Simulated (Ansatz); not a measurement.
Cd9O8⁺, relaxed as a doublet with UKS PBE-D4/def2-SVP in Ansatz, starting from the GFN1-xTB geometry. Force threshold 0.03 eV/Å.

In the def2 sets Cd takes a core potential; there is no spin–orbit coupling. The structure holds 4 bonds between oxygen atoms, so isomers without such links may lie far lower. The charge 1 doublet is spin-contaminated (final ⟨S²⟩ up to 1.80, 0.75 for a pure state). Another isomer (doublet) lies 0.91 eV lower at PBE0-D4/def2-TZVP; other spin states weren't run for this one.

Start:

```
atom   x (Å)   y (Å)   z (Å)
 Cd1   1.202  -1.286   1.772
 Cd2   2.993   0.677   1.922
 Cd3  -0.611   3.615  -2.151
 Cd4  -1.633   2.345   0.047
 Cd5  -0.017  -1.144  -1.769
 Cd6   3.583   1.817  -0.761
 Cd7  -1.755  -2.115   0.292
 Cd8   1.302   1.024  -2.729
 Cd9  -2.560   0.247   1.438
 O10  -2.141  -0.263  -2.051
 O11   0.262   0.110   0.266
 O12   0.505   1.462   0.283
 O13   1.334  -2.860   0.325
 O14  -1.286  -0.553   3.152
 O15   1.555  -2.444  -0.924
 O16  -2.024   1.053  -1.889
 O17  -0.708  -1.685   2.775
```

```csv
step,energy (eV),largest force component (eV/Å),SCF passes
1,-57414.1834,0.969,121
2,-57414.5908,0.726,64
3,-57414.8330,0.844,58
4,-57415.0209,0.869,48
5,-57415.1358,0.338,44
6,-57415.2054,0.222,42
7,-57415.2350,0.195,40
8,-57415.2546,0.307,41
9,-57415.2703,0.375,39
10,-57415.2774,0.195,39
11,-57415.2826,0.100,35
12,-57415.2851,0.035,34
13 (rejected),-57415.2840,0.045,38
14,-57415.2871,0.016,35
15,-57415.2877,0.028,36
16,-57415.2881,0.034,37
17,-57415.2884,0.028,34
18,-57415.2888,0.033,39
19,-57415.2899,0.149,41
20,-57415.2915,0.339,39
21,-57415.2980,0.135,41
22,-57415.3045,0.098,40
23,-57415.3083,0.041,40
24,-57415.3099,0.027,38
```

Force components are those of the run's own axes.

End:

Cartesian coordinates in Å:
```
Cd 1.609 -1.193 1.767
Cd 2.654 1.274 1.207
Cd -0.175 4.109 -1.798
Cd -1.820 2.545 0.274
Cd 0.293 -1.290 -1.609
Cd 3.694 2.449 -1.328
Cd -1.987 -2.919 0.521
Cd 0.985 1.307 -2.321
Cd -2.436 -0.127 0.753
O -1.837 0.070 -1.766
O 0.058 0.083 0.395
O 0.453 1.416 0.138
O 1.368 -3.192 0.695
O -1.202 -0.794 2.819
O 0.398 -3.179 -0.210
O -1.530 1.294 -2.074
O -0.524 -1.854 2.538
```

Bonds lost: Cd4–O16 (atoms count from 1). Bonds formed: Cd2–O12, Cd7–O15, Cd8–O12 (atoms count from 1). Metal–metal contacts that move far: Cd5–Cd7 2.87 to 3.52 Å.

The force fell under the threshold at step 14, but the optimiser went on and released 0.023 eV more. No frequencies were taken in this run, so the end may be a saddle point.

Run time 2.3 min (2 threads of AMD EPYC 7R13 on a shared host and a share (18 GiB) of an NVIDIA H100 80GB HBM3), peak host memory 1.1 GiB.
